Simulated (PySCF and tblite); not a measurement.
C4H2NOS2 (charge -1), numbered as in [O:1]=[C:2]([S-:3])[c:4]1[cH:5][n:6][cH:7][s:8]1. Geometries GFN2-xTB; weights from BLYP-D3(BJ)/def2-SVP energies and GFN2-xTB thermal corrections, with symmetry numbers and mirror pairs. Conformers within 2.5 kcal/mol (GFN2-xTB free energy) were kept, 4 at most. GIAO shieldings: KT2/cc-pVDZ. Shifts are against NH3 (¹⁵N) at the same level. Codes: tblite and PySCF.

Torsions listed: S3–C2–C4–S8.

Two conformers hold nearly all the population. I: 180°; δ(N6) = 311.71 ppm. II: 0°; δ(N6) = 317.15 ppm. The average over the ensemble at 298.15 K is 315.99 ppm.

(1) What populations and free-energy difference follow from a two-state model?

The minima are those of GFN2-xTB; planar forms about aryl–S or allylic bonds may be saddles in DFT. The ion is treated without a counter-ion. Unscaled ¹⁵N shifts at such levels can be off by tens of ppm; differences between conformers or isomers are more reliable. The highest orbital of this anion is unbound, so its values hang on the basis.

Answers

(1) p(I) = (315.99 − 317.15)/(311.71 − 317.15) = 0.21, so K = p(II)/p(I) = 3.69 and G(II) − G(I) = −RT ln K = -0.77 kcal/mol. The weights computed directly are 21.4 % and 78.6 %.


¹⁵N shifts are against a computed isolated NH3 molecule, about 20 ppm from the liquid.